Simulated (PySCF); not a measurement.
Fine-structure interval of Br⁴⁺ by level of theory

Br⁴⁺ [Ar] 3d10 4s2 4p1 [4p1/2^1, M_J = 1/2] → Br⁴⁺ [Ar] 3d10 4s2 4p1 [4p3/2^1, M_J = 3/2], as a difference of total energies. Calculation: PySCF 2.14, in x2c-TZVPall-2c (6s7p4d1f, 54 functions); the two-component X2C-1e Hamiltonian. Correlated levels: [Ne] frozen. "Screened" scales the spin-orbit matrix elements by Boettger's factors to mimic the two-electron term; Breit and QED terms are absent.

```csv
method,fine-structure interval (cm⁻¹)
GHF (screened spin-orbit),7177.6
GMP2 (screened spin-orbit),6129.8
GHF (bare spin-orbit),7550.2
```
